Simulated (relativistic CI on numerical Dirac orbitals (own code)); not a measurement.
**Br¹¹⁺: sensitivity of the levels to the model**

Base calculation: Dirac-Coulomb-Breit CI, KLI orbitals optimised for each configuration, QED by a radiative potential, unscaled Slater integrals.

Configuration list (outside the closed core [Ne]): 3s²3p⁶3d⁶, 3s²3p⁵3d⁷, 3s²3p⁴3d⁸, 3s3p⁶3d⁷, 3s²3p⁶3d⁵4s, 3s²3p⁶3d⁵4p, 3p⁶3d⁸, 3s²3p⁶3d⁵4d, 3s²3p⁶3d⁴4s², 3s3p⁵3d⁸, 3s²3p⁶3d⁴4s4p, 3s²3p⁶3d⁵4f, 3s²3p⁶3d⁵5s, 3s²3p⁶3d⁴4p², 3s²3p⁶3d⁵5p, 3s²3p⁶3d⁵5d. Levels of other configurations are missing.

Variants: (1) P86 correlation estimate; (2) QED terms removed; (3) only the first 3 configurations. Shifts of the energy above 3s²3p⁶3d⁶ ⁵D4, in cm⁻¹, for the lowest level and the first level of each name with at least 55 % of one term (blank where a level changes its place among those of its configuration and J or its character, or is not in the variant):

| Level | Base | Δ(1) | Δ(2) | Δ(3) |
| --- | --- | --- | --- | --- |
| 3s²3p⁶3d⁶ ⁵D4 | 0.0 | 0.0 | 0.0 | 0.0 |
| 3s²3p⁶3d⁶ ⁵D3 | 4748.5 | 0.0 | -17.3 | -9.5 |
| 3s²3p⁶3d⁶ ⁵D2 | 7275.2 | +0.2 | -22.3 | +49.8 |
| 3s²3p⁶3d⁶ ⁵D1 | 9021.5 | +0.2 | -27.9 | +58.1 |
| 3s²3p⁶3d⁶ ⁵D0 | 9829.5 | +0.3 | -30.0 | +65.9 |
| 3s²3p⁶3d⁶ ³P2 | 46167.5 | +7.0 | +2.4 | +3072.8 |
| 3s²3p⁶3d⁶ ³H6 | 53599.3 | -4.5 | -8.9 | -82.4 |
| 3s²3p⁶3d⁶ ³H5 | 54790.1 | -3.8 | -7.3 | +6.6 |
| 3s²3p⁶3d⁶ ³F3 | 57071.9 | +2.5 | -12.6 | +1415.4 |
| 3s²3p⁶3d⁶ ³F2 | 58618.0 | +3.1 | -16.2 | +1700.1 |
| 3s²3p⁶3d⁶ ³H4 | 58752.7 | -1.9 | -25.7 | +543.1 |
| 3s²3p⁶3d⁶ ³P1 | 59321.2 | +6.8 | -43.6 | +3089.2 |
| 3s²3p⁶3d⁶ ³P0 | 61038.5 | +7.5 | -33.7 | +2643.2 |
| 3s²3p⁶3d⁶ ³G5 | 66875.2 | -1.7 | -27.7 | +291.3 |

At this charge energies of transitions that change n are usually good to better than 1 %, and those within a shell (Δn = 0) to a few per cent. Terms inside the open d or f shell come out 10 to 20 % too wide with unscaled integrals.

Ionisation energy from the two ground configurations alone: base 338.696 eV; P86 correlation estimate 340.417 eV. The NIST ASD value (theoretical) is 338 eV.

LS names give the leading component of a level, which can be under half, so a name can repeat, a term be missing and a line seem to break the LS rules.
